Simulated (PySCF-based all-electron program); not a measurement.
## Force along the bond of CuAu, singlet

Calculated with an in-house all-electron program built on PySCF, in large uncontracted Gaussian sets near the basis limit; Koelling–Harmon scalar relativity, no spin–orbit coupling, spin-restricted. Forces are good to about 0.002 eV/Å. A positive force pushes the atoms apart.

```tsv
r (Å)	PBE (eV/Å)
1.864	?
1.9805	9.258
2.097	4.619
2.330	?
2.563	-1.390
```

Question: What does PBE give at the lengths left open?

Answer: 1.864 Å: 16.811 eV/Å; 2.330 Å: 0.118 eV/Å.

Question: Fit a Morse curve to the forces within 0.84 to 1.25 of the listed length with the smallest force. Where does the force vanish, what is the force constant, and what harmonic wavenumber follows with standard atomic masses?

Answer: PBE: 2.341 Å, 11 eV/Å², about 240 cm⁻¹. The points are far apart, so these are estimates.
